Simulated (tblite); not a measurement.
C8H11N.
Atom-mapped SMILES: `[CH2:1]=[CH:2]/[CH:3]=[CH:4]\[C:5]([NH2:6])=[CH:7]\[CH:8]=[CH2:9]` (hydrogens: H10, H11 on C1; H12 on C2; H13 on C3; H14 on C4; H15, H16 on N6; H17 on C7; H18 on C8; H19, H20 on C9)

Computed with GFN2-xTB (tblite), gas phase: L-BFGS steps from a force-field or distance-geometry start until the largest atomic force falls under 0.01 eV/Å.

Step 49: E = -695.0420 eV
```
atom  x, y, z in Å  |  force x, y, z in eV/Å
C1      3.9276    0.5855   -1.2978    0.005  -0.008   0.012
C2      2.7061    0.4616   -0.7861   -0.239  -0.056   0.006
C3      1.6402   -0.0477   -1.6081   -0.099  -0.122  -0.002
C4      0.3396   -0.2713   -1.3328   -0.181   0.011   0.031
C5     -0.4201   -0.0953   -0.1111   -0.082  -0.037  -0.064
N6      0.2627    0.3824    1.0190   -0.006  -0.045   0.020
C7     -1.7320   -0.4698   -0.0614   -0.118  -0.022  -0.057
C8     -2.6488   -0.2759    1.0262    0.130   0.059   0.029
C9     -3.9476   -0.5887    0.9895    0.141  -0.035   0.023
H10     4.1007    0.2968   -2.3175    0.163   0.018  -0.164
H11     4.7703    0.9575   -0.7516    0.094   0.054   0.144
H12     2.4876    0.7212    0.2384    0.027  -0.024  -0.036
H13     1.9501   -0.3235   -2.6125    0.045   0.105   0.040
H14    -0.2392   -0.6688   -2.1593   -0.131   0.012   0.125
H15     0.4706    1.3711    0.9914    0.141  -0.007  -0.103
H16    -0.2251    0.1522    1.8722   -0.115   0.091   0.114
H17    -2.1997   -0.9258   -0.9204    0.213  -0.044  -0.210
H18    -2.2620    0.1999    1.9167   -0.005   0.041   0.137
H19    -4.3946   -1.0624    0.1299    0.020   0.034   0.046
H20    -4.5917   -0.3877    1.8303   -0.002  -0.027  -0.092
```

Step 50: E = -695.0540 eV
```
atom  x, y, z in Å  |  force x, y, z in eV/Å
C1      3.9308    0.5837   -1.3081   -0.047  -0.017   0.051
C2      2.7106    0.4626   -0.7843   -0.079  -0.049  -0.095
C3      1.6397   -0.0432   -1.6030   -0.098  -0.112   0.030
C4      0.3393   -0.2651   -1.3238   -0.153  -0.005   0.003
C5     -0.4226   -0.0953   -0.1041   -0.045  -0.015  -0.008
N6      0.2576    0.3789    1.0287   -0.218  -0.108   0.206
C7     -1.7344   -0.4739   -0.0589   -0.046   0.004  -0.043
C8     -2.6518   -0.2793    1.0274    0.109   0.045  -0.005
C9     -3.9500   -0.5930    0.9852    0.123  -0.033   0.036
H10     4.0971    0.2935   -2.3325    0.136   0.059  -0.026
H11     4.7794    0.9530   -0.7628    0.015   0.015   0.069
H12     2.5056    0.7237    0.2438    0.018  -0.043  -0.085
H13     1.9433   -0.3192   -2.6102    0.050   0.123   0.077
H14    -0.2388   -0.6589   -2.1512   -0.158  -0.006   0.094
H15     0.5022    1.3593    0.9848    0.118  -0.053  -0.067
H16    -0.2595    0.1756    1.8808    0.081   0.189  -0.141
H17    -2.1942   -0.9312   -0.9218    0.195  -0.031  -0.177
H18    -2.2697    0.1989    1.9189   -0.005   0.036   0.123
H19    -4.3918   -1.0684    0.1241    0.014   0.030   0.043
H20    -4.5981   -0.3907    1.8222   -0.010  -0.029  -0.085
```

Step 51: E = -695.0745 eV
```
atom  x, y, z in Å  |  force x, y, z in eV/Å
C1      3.9376    0.5824   -1.3239   -0.057  -0.033   0.066
C2      2.7189    0.4619   -0.7880    0.075  -0.036  -0.151
C3      1.6339   -0.0352   -1.5959   -0.085  -0.077   0.085
C4      0.3334   -0.2521   -1.3066   -0.054  -0.042  -0.060
C5     -0.4336   -0.0973   -0.0901    0.064   0.051   0.059
N6      0.2436    0.3688    1.0410   -0.375   0.227   0.496
C7     -1.7447   -0.4835   -0.0487    0.115   0.052  -0.043
C8     -2.6603   -0.2862    1.0362    0.026   0.021  -0.036
C9     -3.9565   -0.6048    0.9773    0.061  -0.034   0.046
H10     4.1058    0.2976   -2.3553    0.077   0.109   0.168
H11     4.7885    0.9455   -0.7686   -0.087  -0.037  -0.054
H12     2.5440    0.7236    0.2486   -0.015  -0.087  -0.183
H13     1.9230   -0.3085   -2.6101    0.058   0.155   0.149
H14    -0.2409   -0.6356   -2.1366   -0.250  -0.063   0.001
H15     0.6177    1.3164    0.9574   -0.133  -0.493   0.022
H16    -0.3254    0.2530    1.8899    0.410   0.279  -0.501
H17    -2.1929   -0.9465   -0.9159    0.171   0.003  -0.112
H18    -2.2940    0.1962    1.9335    0.013   0.011   0.057
H19    -4.3831   -1.0828    0.1103    0.008   0.020   0.036
H20    -4.6201   -0.4019    1.8006   -0.023  -0.026  -0.046
```

Step 52: E = -695.0930 eV
```
atom  x, y, z in Å  |  force x, y, z in eV/Å
C1      3.9359    0.5841   -1.3184   -0.038  -0.038   0.028
C2      2.7127    0.4579   -0.7934    0.127  -0.024  -0.116
C3      1.6279   -0.0407   -1.5992   -0.066  -0.032   0.081
C4      0.3266   -0.2538   -1.3080    0.025  -0.046  -0.091
C5     -0.4388   -0.0989   -0.0922    0.100   0.092   0.073
N6      0.2386    0.3705    1.0349   -0.195   0.110   0.284
C7     -1.7497   -0.4836   -0.0499    0.180   0.059  -0.031
C8     -2.6568   -0.2834    1.0404   -0.027  -0.003  -0.038
C9     -3.9513   -0.6054    0.9805   -0.009  -0.033   0.030
H10     4.1222    0.3060   -2.3500    0.039   0.108   0.211
H11     4.7788    0.9489   -0.7497   -0.114  -0.048  -0.081
H12     2.5395    0.7193    0.2428   -0.035  -0.088  -0.151
H13     1.9209   -0.3069   -2.6137    0.027   0.125   0.131
H14    -0.2488   -0.6368   -2.1354   -0.270  -0.080  -0.049
H15     0.6352    1.3024    0.9508   -0.064  -0.303  -0.040
H16    -0.3135    0.2671    1.8835    0.161   0.195  -0.207
H17    -2.1931   -0.9489   -0.9193    0.138   0.019  -0.053
H18    -2.2935    0.1977    1.9410    0.034  -0.007  -0.004
H19    -4.3777   -1.0803    0.1120    0.019   0.009   0.023
H20    -4.6203   -0.4042    1.7984   -0.030  -0.016   0.002
```

Problem. Estimate the geometry and energy of step 53. (The exact step hangs on the optimiser's Hessian estimate; all steps are aligned on step 52, rigid shifts and turns removed.)

Solution. E = -695.1123 eV, largest force 0.408 eV/Å
```
atom  x, y, z in Å  |  force x, y, z in eV/Å
C1      3.9366    0.5865   -1.3148    0.023  -0.032  -0.019
C2      2.7090    0.4514   -0.8056    0.098  -0.021  -0.016
C3      1.6160   -0.0444   -1.6005   -0.019   0.024   0.034
C4      0.3146   -0.2524   -1.3055    0.076  -0.065  -0.118
C5     -0.4474   -0.0999   -0.0897    0.135   0.108   0.065
N6      0.2290    0.3687    1.0299    0.042   0.257   0.205
C7     -1.7571   -0.4867   -0.0463    0.201   0.072   0.006
C8     -2.6569   -0.2830    1.0492   -0.083  -0.031  -0.045
C9     -3.9493   -0.6114    0.9826   -0.072  -0.024   0.009
H10     4.1531    0.3246   -2.3436   -0.011   0.080   0.181
H11     4.7623    0.9506   -0.7206   -0.093  -0.045  -0.108
H12     2.5508    0.7104    0.2323   -0.092  -0.092  -0.083
H13     1.9014   -0.3007   -2.6179    0.045   0.091   0.074
H14    -0.2660   -0.6299   -2.1305   -0.266  -0.095  -0.089
H15     0.7160    1.2564    0.9269   -0.168  -0.368  -0.050
H16    -0.3237    0.3287    1.8754    0.025   0.137  -0.037
H17    -2.1951   -0.9582   -0.9167    0.118   0.056   0.021
H18    -2.2996    0.1972    1.9547    0.044  -0.036  -0.089
H19    -4.3655   -1.0835    0.1082    0.013  -0.011   0.003
H20    -4.6333   -0.4134    1.7875   -0.015  -0.004   0.056
```

The energy changes by -0.0193 eV. The first-order estimate −F·Δx gives -0.0301 eV and the mean of the old and new forces, exact on a quadratic surface, -0.0193 eV. The step makes an angle of 75° with the force vector and moves no atom by more than 0.096 Å.

What follows is the cost of the whole relaxation. Time: 1.2 s. Hardware: one thread of an Arm Neoverse V1, no GPU, shared host with 32 logical CPUs at a one-minute load of 16.
